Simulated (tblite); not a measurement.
A tight-binding relaxation on `FC([P@@](C)(/C=C/C)=[Se])(F)F`.

Computed with GFN2-xTB geometry optimisation, gas phase (tblite 0.8.0). Start geometry: from a force field or distance geometry. The command runs a driver script over a list of jobs; the input below is this job's line of settings and its coordinates in Å.

Command:
```bash
OMP_NUM_THREADS=1 python probes_run.py task.json out
```

Input:
```
{"job": {"kind": "relax", "xc": "GFN2-xTB", "basis": "xTB"}, "charge": 0, "multiplicity": 1}
C      3.031600     0.022900     0.200700
C      1.666400    -0.128600    -0.416400
C      0.654100     0.408700     0.213700
P     -1.003700     0.261100    -0.483100
C     -2.104500     1.327200     0.495900
Se    -0.812300     0.398600    -2.351400
C     -1.590300    -1.455200    -0.192000
F     -2.964200    -1.434300    -0.234400
F     -1.178200    -1.864000     1.072100
F     -1.073000    -2.325900    -1.126400
H      3.155400    -0.826900     0.928400
H      3.202200     0.984300     0.679100
H      3.762700    -0.187200    -0.591700
H      1.504300    -0.677900    -1.335000
H      0.793500     0.963300     1.130400
H     -1.924800     1.251300     1.584600
H     -1.995200     2.355400     0.104200
H     -3.132900     0.933500     0.309700
```

Output:
```
step      E/eV     max force
  0    -942.44514    8.987
  1    -943.22731    2.978
  2    -943.39494    1.983
  3    -943.56524    0.962
  4    -943.62197    0.774
  5    -943.65736    0.440
  6    -943.67296    0.321
  7    -943.68800    0.368
  8    -943.70492    0.433
  9    -943.72008    0.376
... (152 lines left out)
162    -943.88531    0.016
163    -943.88535    0.018
164    -943.88540    0.017
165    -943.88546    0.016
166    -943.88551    0.013
167    -943.88556    0.018
168    -943.88560    0.013
169    -943.88563    0.011
170    -943.88566    0.010
171    -943.88568    0.008
```

«max force» is the largest atomic force in eV/Å.

**Question.** From which step on does the largest force stay under 0.1 eV/Å, and how much energy is left to gain from there?

**Answer.** From step 118 (0.094 eV/Å), 7.1 meV above the end.

Main results: energy lowered by 33.2 kcal/mol over 171 steps; largest atomic force 0.008 eV/Å at the end.

**Question.** Give the final coordinates.

**Answer.** 0.669 Å rms from the input after alignment:
```
atom  x, y, z in Å
C1     3.1162    0.0389    0.1238
C2     1.7498    0.0799   -0.4482
C3     0.6225    0.1003    0.2556
P4    -0.9714    0.1270   -0.5929
C5    -2.0123    1.3672    0.2670
Se6   -1.0055    0.1270   -2.6659
C7    -1.7394   -1.4383    0.1575
F8    -3.0330   -1.5407   -0.1532
F9    -1.6596   -1.4391    1.4997
F10   -1.1205   -2.5373   -0.2709
H11    3.6338   -0.8508   -0.2328
H12    3.0975    0.0313    1.2109
H13    3.6850    0.9019   -0.2206
H14    1.6826    0.0944   -1.5314
H15    0.6036    0.0879    1.3382
H16   -1.9734    1.2400    1.3484
H17   -1.6464    2.3563   -0.0077
H18   -3.0382    1.2604   -0.0893
```
Labels such as C1 count atoms from 1, the log's own numbers from 0.
